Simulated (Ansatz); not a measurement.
Species: MoCl (charge 0, sextet). SMILES: [Mo][Cl]
Coordinates optimised at B3LYP-D3(BJ)/def2-TZVP (Ansatz, a program for electronic structure):
```
Mo
Cl 1 2.2981
```
Charge 0, spin multiplicity 6.

Property: vertical electron affinity to the septet, in eV. Terms: valence correlation only (noble-gas shells and the d and f shells of earlier blocks); def2 sets with scalar-relativistic core potentials past Kr; LANL2DZ with its own core potentials from Na on; STO-3G and 3-21G all-electron and non-relativistic; UHF or UKS for open shells; no spin-orbit coupling; each state is the SCF solution reached for its charge and spin; 6-31G* and kin with 6d, 5d where marked. Ab initio and DFT rows: single points at B3LYP-D3(BJ) geometries (Ansatz). The spin state of an ion or metal species was assumed, not searched.

| level | program | vertical electron affinity to the septet (eV) |
|---|---|---|
| HF/6-31G* with LANL2DZ past Ar | Ansatz | 0.59 |
| PBE/6-31G* with LANL2DZ past Ar | Ansatz | 0.80 |
| B3LYP/STO-3G | Ansatz | -5.15 |
| B3LYP/3-21G | Ansatz | 0.54 |
| B3LYP/6-31G* with LANL2DZ past Ar | Ansatz | 0.77 |
| MP2/6-31G* with LANL2DZ past Ar | Ansatz | 0.67 |
| B3LYP/def2-TZVPD | Ansatz | 0.83 |

No value to compare with is used here. The 6 habitual levels span -5.15 (B3LYP/STO-3G) to 0.80 eV (PBE/6-31G* with LANL2DZ past Ar); B3LYP/def2-TZVPD gives 0.83.

The levels are drawn from those run, B3LYP/6-31G* more often than the rest, none by its result; left out are runs that failed, that the program found above a lower state of the same kind, or whose <S^2> lies over 0.5 above the pure value.
